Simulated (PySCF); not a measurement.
C₇H₉FSi.
Numbering: `[F:1][c:2]1[cH:3][cH:4][cH:5][c:6]([CH2:7][SiH3:8])[cH:9]1` (hydrogens: H10 on C3; H11 on C4; H12 on C5; H13, H14 on C7; H15, H16, H17 on Si8; H18 on C9)

Geometry (PBE0-D3(BJ)/def2-SVP, Å), atoms numbered from 1 in this order:
```xyz
18
C7H9FSi angstrom
F      2.4847    0.2030    2.4035
C      1.8851    0.2093    1.2130
C      2.4959    0.8637    0.1505
C      1.8511    0.8542   -1.0844
C      0.6293    0.2048   -1.2452
C      0.0226   -0.4564   -0.1685
C     -1.3145   -1.1185   -0.3241
Si    -2.7309    0.0525    0.1459
C      0.6679   -0.4440    1.0744
H      3.4544    1.3625    0.3022
H      2.3123    1.3604   -1.9358
H      0.1372    0.2068   -2.2209
H     -1.4723   -1.4454   -1.3641
H     -1.3896   -2.0153    0.3117
H     -2.5876    0.4698    1.5735
H     -2.6941    1.2673   -0.7230
H     -4.0488   -0.6333   -0.0304
H      0.2351   -0.9421    1.9448
```

Linear response at wB97X-D/def2-SVPD (PySCF, frozen core in the response, non-relativistic). The structure is a single PBE0-D3(BJ)/def2-SVP conformer in the gas phase; no vibrational or solvent corrections.

Static isotropic polarisability: 108.89 au (16.14 Å³), principal values 79.1, 108.9, 138.6 au.

What is the polarisability at 1064 nm and at the sodium D line?

110.17 au at 1064 nm (+1.2 %), 113.28 au at 589.3 nm (+4.0 %). The rise at 589.3 nm is 3.43 times that at 1064 nm; a pure ω² law gives 3.26. The lowest singlet lies at 234 nm, shorter than both wavelengths.

What is the isotropic C6 coefficient between two such molecules, C6 = (3/π)∫α(iω)² dω?

4356 au (Eh·bohr⁶) by a ten-point quadrature over imaginary frequencies, which is 2600 eV·Å⁶ or 251 J·nm⁶/mol.

Which effective excitation energy ω̄ makes London's formula C6 = (3/4)α²ω̄ exact here?

ω̄ = 4·C6/(3α²) = 0.490 Eh = 13.3 eV. A one-pole form α(ω) = α/(1 − ω²/ω̄²) fitted to the 1064 nm value gives 10.8 eV. London's choice of the ionisation energy (8.81 eV, ΔSCF at the same level) gives C6 = 2880 au, 34 % too low.

How anisotropic is the static polarisability, by Δα² = ½[(α1 − α2)² + (α2 − α3)² + (α3 − α1)²]?

Δα = 51.5 au, or 0.47 of the isotropic value.

The lowest 10 singlets have (eV, f): 5.30, 0.017; 5.96, 0.083; 6.79, 0.402; 6.86, 0.773; 7.03, 0.007; 7.43, 0.003; 7.60, 0.006; 7.77, 0.004; 7.91, 0.016; 7.95, 0.003. What share of the static polarisability do they carry in the sum over states α = Σ f/ω²?

21.29 au, 19.6 % of α; the largest term, 12.15 au, is that of the state at 6.86 eV. Their oscillator strengths add up to 1.31. Higher states carry the rest.

What n − 1 at the D line would an ideal gas of it have at 273.15 K and 1 atm (2.6868 × 10¹⁹ cm⁻³), by n − 1 = 2π·N·α′?

28.34 × 10⁻⁴, a formal value whether or not that pressure can be reached.

What three-body coefficient follows from the one-pole estimate C9 = (3/4)·α·C6?

356000 au. This is an estimate from the two numbers above, not a computed integral.

How many electrons N does the Slater–Kirkwood formula C6 = (3/4)·√N·α^(3/2) need to give this C6?

N = (4·C6/3)²/α³ = 26.1; the species has 74 electrons in all.

The run took 12 min wall, 10 min CPU on one thread of an Intel Xeon at 2.50 GHz, shared host with 64 logical CPUs at a one-minute load of 63, and the process peaked at 1.2 GiB of memory. This is the whole response run at wB97X-D/def2-SVPD, SCF included.

wB97X-D is run here without its empirical dispersion term; that term would change no orbital, density or response property at a fixed geometry.
